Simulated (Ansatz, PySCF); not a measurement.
FMg, doublet, geometry from GFN2-xTB (such geometries of metal compounds can be far from the true shape) (the spin is typed, not shown lowest). Base run: BLYP/cc-pVDZ (PySCF).

Here is a job for PySCF.
```python
from pyscf import gto, scf, dft

mol = gto.M(
    atom='''
Mg   -0.000000   -0.000000   -0.741648
F     0.000000    0.000000    0.988863
''',
    basis='cc-pvdz',
    charge=0,
    spin=1,
    verbose=4,
)

mf = dft.UKS(mol)
mf.xc = 'blyp'
mf.kernel()
```

The same geometry, method and basis name were run in Ansatz (a first-principles code) and PySCF, at each program's defaults and at the settings that a row names. The base is PySCF at its defaults. Differences at the defaults can come from grids, fitting, cores and function types together.

```json
[
 {"code and settings": "PySCF, defaults (exact integrals, its default grid, spherical functions)", "ΔE vs base (mEh)": "0.000", "basis functions": "32", "E (Eh)": "-299.95288", "SCF cycles": "8", "dipole (D)": "2.70"},
 {"code and settings": "Ansatz, defaults (factorised integrals, its default grid, spherical functions)", "ΔE vs base (mEh)": "0.194", "basis functions": "32", "E (Eh)": "-299.95268", "SCF cycles": "-", "dipole (D)": "-"},
 {"code and settings": "PySCF, density fitting with def2-universal-jkfit", "ΔE vs base (mEh)": "-0.033", "basis functions": "32", "E (Eh)": "-299.95291", "SCF cycles": "8", "dipole (D)": "2.70"},
 {"code and settings": "PySCF, fine grid", "ΔE vs base (mEh)": "0.004", "basis functions": "32", "E (Eh)": "-299.95287", "SCF cycles": "8", "dipole (D)": "2.70"},
 {"code and settings": "Ansatz, high accuracy", "ΔE vs base (mEh)": "0.195", "basis functions": "32", "E (Eh)": "-299.95268", "SCF cycles": "-", "dipole (D)": "-"}
]
```

Open shells are given as the SCF converged; they aren't shown to be the lowest states, and a large step between rows can be another state.
